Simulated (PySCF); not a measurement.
SMILES [GeH2]([CH3])[CH]=C (C3H8Ge) (CAM-B3LYP/def2-SVP optimised geometry):

```
12

Ge     0.113    -1.345     0.000
C     -0.559    -2.303    -1.563
C     -0.529     0.491     0.000
C     -1.311     1.006    -0.948
H     -0.350    -2.046     1.292
H      1.654    -1.345     0.000
H     -0.212    -1.826    -2.490
H     -0.201    -3.341    -1.554
H     -1.658    -2.317    -1.566
H     -0.228     1.138     0.832
H     -1.651     0.417    -1.808
H     -1.654     2.046    -0.916
```

Computed with CAM-B3LYP/def2-TZVP run with PySCF 2.14.0.

Task: What are the frontier orbital energies and the dipole moment?

Result: HOMO-2 -10.26 eV, HOMO-1 -9.85 eV, HOMO -9.11 eV, LUMO 0.95 eV, LUMO+1 1.77 eV; dipole moment 0.61 D.

Meta-Löwdin charges at CAM-B3LYP/def2-TZVP: Ge1 0.53, C2 -0.54, C3 -0.31, C4 -0.23, H5 -0.08, H6 -0.08, H7 0.12, H8 0.13, H9 0.12, H10 0.12, H11 0.11, H12 0.12.
